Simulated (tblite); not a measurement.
Species: C₃H₆BCl.
Numbering: `[BH2:1][CH2:2]/[CH:3]=[CH:4]/[Cl:5]` (hydrogens: H6, H7 on B1; H8, H9 on C2; H10 on C3; H11 on C4)

Computed with GFN2-xTB (tblite), gas phase: L-BFGS steps from a force-field or distance-geometry start until the largest atomic force falls under 0.01 eV/Å.

Step 72: E = -414.1816 eV
```
atom  x, y, z in Å  |  force x, y, z in eV/Å
B1     -1.6833    0.3654    0.4336   -0.011   0.009   0.011
C2     -0.6628   -0.4672   -0.4381    0.011   0.024   0.012
C3      0.6837   -0.3760    0.2151    0.010  -0.013   0.007
C4      1.6793    0.3386   -0.2804   -0.020  -0.009  -0.016
Cl5     3.2209    0.4484    0.4856   -0.006   0.009   0.014
H6     -1.8553    0.0713    1.5518    0.009   0.012  -0.021
H7     -2.2497    1.2754   -0.0295   -0.024  -0.005   0.020
H8     -0.9575   -1.5205   -0.4429    0.016   0.022  -0.023
H9     -0.5910   -0.1273   -1.4708   -0.002  -0.028   0.007
H10     0.8056   -0.9057    1.1487    0.004  -0.008  -0.004
H11     1.6154    0.9005   -1.1991    0.013  -0.013  -0.007
```

Step 73: E = -414.1818 eV
```
atom  x, y, z in Å  |  force x, y, z in eV/Å
B1     -1.6883    0.3624    0.4348   -0.002   0.014   0.002
C2     -0.6614   -0.4616   -0.4368    0.015   0.024   0.006
C3      0.6854   -0.3727    0.2166   -0.005  -0.014   0.014
C4      1.6833    0.3371   -0.2807   -0.024  -0.022  -0.027
Cl5     3.2268    0.4395    0.4823   -0.006   0.016   0.018
H6     -1.8533    0.0705    1.5542    0.003   0.014  -0.015
H7     -2.2645    1.2633   -0.0329   -0.037   0.001   0.028
H8     -0.9568   -1.5149   -0.4465    0.025   0.019  -0.021
H9     -0.5901   -0.1183   -1.4687    0.003  -0.028   0.012
H10     0.8030   -0.8981    1.1537    0.012  -0.007  -0.018
H11     1.6212    0.8954   -1.2021    0.016  -0.016   0.002
```

Step 74: E = -414.1822 eV
```
atom  x, y, z in Å  |  force x, y, z in eV/Å
B1     -1.6953    0.3607    0.4352   -0.013   0.045  -0.011
C2     -0.6583   -0.4521   -0.4335    0.017   0.018  -0.002
C3      0.6900   -0.3729    0.2179   -0.027  -0.014   0.022
C4      1.6889    0.3367   -0.2781   -0.021  -0.040  -0.043
Cl5     3.2374    0.4226    0.4777   -0.012   0.028   0.020
H6     -1.8373    0.0858    1.5628   -0.005   0.031  -0.035
H7     -2.3013    1.2343   -0.0503   -0.034  -0.029   0.067
H8     -0.9602   -1.5038   -0.4497    0.037   0.012  -0.012
H9     -0.5888   -0.1068   -1.4649    0.013  -0.019   0.014
H10     0.8037   -0.9006    1.1549    0.025   0.000  -0.046
H11     1.6265    0.8989   -1.1980    0.020  -0.031   0.026
```

Step 75: E = -414.1830 eV
```
atom  x, y, z in Å  |  force x, y, z in eV/Å
B1     -1.7116    0.3538    0.4383    0.004   0.068  -0.057
C2     -0.6523   -0.4318   -0.4269   -0.001   0.011  -0.028
C3      0.6970   -0.3658    0.2224   -0.063  -0.004   0.026
C4      1.7021    0.3307   -0.2790    0.002  -0.067  -0.049
Cl5     3.2567    0.3954    0.4672   -0.019   0.039   0.028
H6     -1.8302    0.0923    1.5702   -0.021   0.039  -0.005
H7     -2.3566    1.1893   -0.0646   -0.048  -0.039   0.095
H8     -0.9601   -1.4817   -0.4594    0.049  -0.017   0.013
H9     -0.5862   -0.0808   -1.4565    0.039   0.011   0.010
H10     0.8010   -0.8856    1.1653    0.044  -0.006  -0.064
H11     1.6455    0.8869   -1.2031    0.013  -0.035   0.030
```

Question: Estimate the geometry and energy of step 76. (The exact step hangs on the optimiser's Hessian estimate; all steps are aligned on step 75, rigid shifts and turns removed.)

Answer: E = -414.1842 eV, largest force 0.209 eV/Å
```
atom  x, y, z in Å  |  force x, y, z in eV/Å
B1     -1.7295    0.3488    0.4406   -0.032   0.119  -0.095
C2     -0.6449   -0.4068   -0.4181   -0.031  -0.005  -0.049
C3      0.7061   -0.3616    0.2272   -0.088   0.013   0.015
C4      1.7172    0.3226   -0.2786    0.033  -0.079  -0.047
Cl5     3.2789    0.3632    0.4558   -0.028   0.044   0.035
H6     -1.8140    0.1149    1.5825   -0.039   0.069  -0.032
H7     -2.4313    1.1260   -0.0895    0.002  -0.115   0.175
H8     -0.9635   -1.4532   -0.4696    0.055  -0.047   0.045
H9     -0.5829   -0.0512   -1.4458    0.074   0.055  -0.003
H10     0.8038   -0.8805    1.1714    0.053  -0.010  -0.076
H11     1.6652    0.8805   -1.2020    0.001  -0.043   0.031
```

The energy changes by -0.0012 eV. The first-order estimate −F·Δx gives -0.0017 eV and the mean of the old and new forces, exact on a quadratic surface, -0.0009 eV. The step makes an angle of 87° with the force vector and moves no atom by more than 0.101 Å.

What follows is the cost of the whole relaxation. Hardware: one thread, Arm Neoverse V2 (aarch64), shared host with 32 logical CPUs at a one-minute load of 9.3. Cost: 0.32 s.
